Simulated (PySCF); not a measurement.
# Hartree-Fock beside MP2: AlH3NO

All numbers below are calculated, not measured. They come from PySCF 2.14.0, an open-source quantum chemistry program, on an isolated molecule that a program drew, which may never have been made. The molecule is AlH3NO (charge 0, doublet), drawn as the SMILES string `[NH2][Al][OH]`.

The geometry was optimised and harmonic frequencies were computed with HF and MP2, all in the cc-pV(D+d)Z basis, for the commonest isotopes, with a restricted reference for singlets and an unrestricted one otherwise, and a frozen core in MP2. Each result is a local minimum of its method.

Geometry at the HF minimum:
```xyz
6
AlH3NO, angstrom
N     1.0236    1.0409    3.6686
Al    1.5155   -0.5701    3.1249
O     0.3557   -1.6498    2.5229
H     1.6522    1.7309    4.0355
H     0.0897    1.4093    3.6611
H    -0.5744   -1.5369    2.4180
```

Lengths of the bonds as drawn, in Å (atoms numbered as above):
```
bond,HF,MP2
N1-Al2,1.770,1.783
Al2-O3,1.695,1.721
N1-H4,1.003,1.017
N1-H5,1.004,1.018
O3-H6,0.943,0.964
```

Rotational constants, in GHz:
| constant | HF | MP2 |
|---|---|---|
| A | 35.2 | 35.73 |
| B | 6.425 | 6.203 |
| C | 5.433 | 5.285 |

Harmonic frequencies in cm^-1, each column in rising order, so a row needn't be the same motion in every method:
```
rank,HF,MP2
1,236,220
2,274,226
3,376,301
4,406,360
5,550,565
6,676,631
7,801,?
8,907,875
9,1668,1540
10,3767,3594
11,3853,3699
12,4213,3914
```

**Estimate the missing MP2 frequency from the HF column.**

A single factor s that minimises the squared misfit of MP2 against s times HF over the other rows is sum(HF x MP2) / sum(HF^2) = 0.9451, with an rms misfit of 40 cm^-1. For rank 7 it gives 0.9451 x 801 = 757 cm^-1. The calculation gives 771 cm^-1, 14 cm^-1 above the estimate. The drawn bonds are on average 1.5 % longer in MP2 than in HF.
